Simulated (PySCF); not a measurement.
Computed Raman spectrum (relative Raman activity) of a molecule C₄H₈Si. Coordinates come from a B3LYP-D3(BJ)/def2-SVP optimisation. Other conformers were not sampled. Calculation: PySCF 2.14.0 with B3LYP-D3(BJ)/def2-SVP. Frequencies are harmonic and unscaled.

Lines under 2 % of the strongest are left out, and lines within 2 cm⁻¹ are merged.

ν (cm⁻¹): 124 (vw), 332 (vw), 580 (vw), 674 (w), 705 (vw), 908 (vw), 1428 (w), 1431 (vw), 1436 (w), 2146 (s), 2211 (s), 3030 (vs), 3121 (s), 3128 (s), 3456 (m) (against the strongest line: vs over 80 %, s over 45 %, m over 15 %, w over 4 %, vw less)

Problem. Identify the compound among the candidates.
A) C=C1C[SiH2]C1
B) C=C=CC[SiH3]
C) C#C[SiH](C)C
D) [SiH3]C1=CCC1

Solution. C, C#C[SiH](C)C
